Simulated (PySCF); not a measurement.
Molecule: In(H)(Me)(NMe2), C₃H₁₀InN, SMILES [InH]([CH3])[N](C)C. Atoms near the plane z = 0.0 Å, at the GFN2-xTB optimised geometry (x, y, z in Å): In1 (0.2, -1.3, 0.0), H2 (-1.0, -2.6, -0.4), C3 (2.4, -1.3, 0.0), H4 (2.7, -0.7, 0.9), H5 (2.7, -0.8, -0.9), H6 (2.8, -2.3, 0.0), N7 (-0.9, 0.5, 0.0), C8 (-0.2, 1.7, 0.5), C9 (-2.3, 0.5, 0.2), H10 (-0.6, 2.6, -0.1), H12 (0.8, 1.6, 0.4), H14 (-2.8, 1.2, -0.5), H15 (-2.7, -0.5, -0.1).

Method: B3LYP/def2-TZVP, def2 effective core potentials past Kr (PySCF). The core electrons that the potentials of In replace are not part of the density. Cells within 0.4 Å of a nucleus heavier than hydrogen are left out (blank, or x). The values are rescaled to run from 0 to 1.

```
|444444444444444444444444444|
|444444444444444444444444444|
|444444444444444444444444444|
|444444444455554444444444444|
|444444444555555444444444444|
|444444445567765544444444444|
|444444445569975544444444444|
|444455555569976544444444444|
|444555655456875444444444444|
|444556764333554444444444444|
|444567874200234444444444444|
|4445568x52xx134444444444444|
|4444556x43xx544444444444444|
|444444444578755444444444444|
|444444444567655444344444444|
|444444444556534543334444444|
|4444444445554xx5332xx544444|
|4444444444555xx4332xx554444|
|444444444444443333345544444|
|444444444444443333345544444|
|444444444433444444444444444|
|444444444433444444444444444|
|444444444444444444444444444|
|444444444444444444444444444|
|444444444444444444444444444|
|444444444444444444444444444|
|444444444444444444444444444|
```
Scale: ten equal steps from 0.000 (start of '0') to 1.00 (end of '9'), in the order '0123456789'; x runs from -5.00 to 5.00, y from -5.00 (bottom) to 5.00 (top).

Q: Which quantity is mapped?
A. an orbital amplitude
B. log10 of the electron density
C. electron localisation function
D. Laplacian of the electron density

A: A, an orbital amplitude. In full: HOMO amplitude (bohr^(-3/2)).
